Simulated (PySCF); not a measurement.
H₆O₃Si₂, SMILES O[SiH](O)[SiH2]O.

The structure is a stationary point at ωB97X-D3(BJ)/def2-SVP. One conformer was computed; it need not be the lowest.

Two levels are set side by side: TDA-PBE/def2-SVPD (PySCF) and TDA-M06-2X/def2-SVPD (PySCF). Vertical, same geometry. The lowest singlet is HOMO→LUMO 97 % with PBE and HOMO→LUMO 88 % with the other functional; states are paired by order. Differences are taken from unrounded values.

```csv
quantity,TDA-M06-2X
lowest singlet excitation (eV),6.23
lowest triplet excitation (TDA) (eV),5.67
```

Q: What does TDA-PBE give, and how far is it from TDA-M06-2X? (An estimate is asked for; the answer gives what the named calculation found.)

A: 
```json
[
 {"quantity": "lowest singlet excitation (eV)", "TDA-PBE": "5.46", "TDA-PBE minus TDA-M06-2X": "-0.77"},
 {"quantity": "lowest triplet excitation (TDA) (eV)", "TDA-PBE": "4.96", "TDA-PBE minus TDA-M06-2X": "-0.72"}
]
```

Functionals without exact exchange tend to place singlet excitations lower, as here. Differences between two approximate levels are no errors against the true value.

Rough cost on one machine, each run with all the roots and properties that it gave: TDA-M06-2X against TDA-PBE about 9 times.
